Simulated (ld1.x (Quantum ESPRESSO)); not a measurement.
# Pseudopotential generation for Ta (Z = 73): PAW, PBEsol, scalar-relativistic.

| Item | Value |
| --- | --- |
| Element | tantalum (Ta) |
| Generator | ld1.x (Quantum ESPRESSO) 7.5 |
| Type | PAW |
| Functional | PBEsol |
| Relativity | scalar-relativistic |
| Frozen core | [Xe] 4f14 |
| Valence charge | 5 |
| Reference configuration | 5d3 6s0 6p0 (charge +2) |
| Partial waves | 6s (bound, empty): rcut 2.45, rcutus 3.00 bohr; 6s channel at 1.35 Ry: rcut 2.45, rcutus 3.00 bohr; 6p (bound, empty): rcut 2.20, rcutus 3.00 bohr; 6p channel at 0.25 Ry: rcut 2.20, rcutus 3.00 bohr; 5d (bound): rcut 2.50, rcutus 3.10 bohr; 5d channel at 0.25 Ry: rcut 2.50, rcutus 3.10 bohr |
| Local potential | all-electron potential smoothed inside 2.50 bohr (lloc = -1) |
| Core correction | Bessel-smoothed model core inside 2.65 bohr |
| Augmentation charge | BESSEL, radius 2.30 bohr |

**Question.** Estimate the cutoffs (Ry, on a coarse ladder) from which the occupation-weighted sum of valence levels, in a spherical-Bessel basis at the reference potential, stays within 10 and 1 mRy of its value at 400 Ry.

**Answer.** 10 Ry and 15 Ry.

**Question.** What does a ghost test show?

**Answer.** No extra level below or beside the all-electron valence levels (s, p, d, f tested).

**Question.** Is the overlap operator S = 1 + Σ q|β⟩⟨β| positive definite (Bessel basis up to 400 Ry)?

**Answer.** Yes: its lowest eigenvalue is 0.52 (p channel).

**Question.** Tests: 5d3 6s2 6p0; 5d3 6s1 6p0; 5d2 6s0 6p0; 5d3.5 6s1.5 6p0; 5d2 6s2 6p1; 5d4 6s0 6p0; 5d3 6s0 6p1. Which has the largest error in its energy relative to the reference configuration, and how large is it?

**Answer.** 5d2 6s0 6p0, with -166 meV (all-electron minus pseudo) on +23.61 eV.
